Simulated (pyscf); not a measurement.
Optimised with ωB97X-D3(BJ)/def2-SVP in PySCF. MP2 and CC: frozen core, UHF for open shells. ΔMP2 is the change of the MP2 total energy from the triple- to the quadruple-zeta basis. Singlets are restricted, triplets unrestricted.

Singlet (Å):
```xyz
5

S     -1.1299     1.0478    -0.1971
S     -1.3465    -0.3009     1.3865
Ge    -0.5802    -2.2775     0.7533
H     -2.4330     1.0760    -0.5431
H     -0.2356    -1.8019    -0.7157
```

Triplet (Å):
```xyz
5

S     -1.1271     1.4126     0.2034
S     -1.3590    -0.2523     1.4480
Ge    -0.2049    -1.8308     0.4336
H     -2.0329     1.0488    -0.7281
H     -0.9757    -2.6392    -0.6556
```

Q: For these two minima of HS–S–GeH:, which spin state lies lower at CCSD(T)/def2-TZVPP + ΔMP2(QZVPP), and by how much (electronic energies)?

A: The singlet, by 152.2 kJ/mol. Zero-point energy shifts E(triplet) − E(singlet) by -0.9 kJ/mol. HS–S–GeH: [singlet] lies 149.7 kJ/mol over its isomer HS–Ge:–SH [singlet] (electronic energy, ωB97M-D3(BJ)). 

E(triplet) − E(singlet) by level (kJ/mol):

```tsv
level	gap
ωB97X-D3(BJ)/def2-TZVP	+154.4
PBE/def2-TZVP	+132.1
r²SCAN/def2-TZVP	+119.7
B3LYP-D3(BJ)/def2-TZVP	+145.8
PBE0-D3(BJ)/def2-TZVP	+131.4
M06-2X/def2-TZVP	+124.2
ωB97M-D3(BJ)/def2-TZVP	+153.3
HF/def2-TZVP	+87.5
MP2/def2-QZVPP	+150.5
CCSD/def2-TZVPP	+139.2
CCSD(T)/def2-TZVPP	+142.0
CCSD(T)/def2-TZVPP + ΔMP2(QZVPP)	+152.2
```

The triplet is the lowest one reached from the SCF start used. The CCSD(T) − MP2 part came from Ansatz, without density fitting, on the same reference. The frozen core leaves the outer d or s,p core shells of the metals and heavy elements correlated in the MP2 and CC values, and def2-TZVPP describes them poorly, which can shift differences by a few kcal/mol. Elements up to Kr have no core potential and no relativistic terms here.
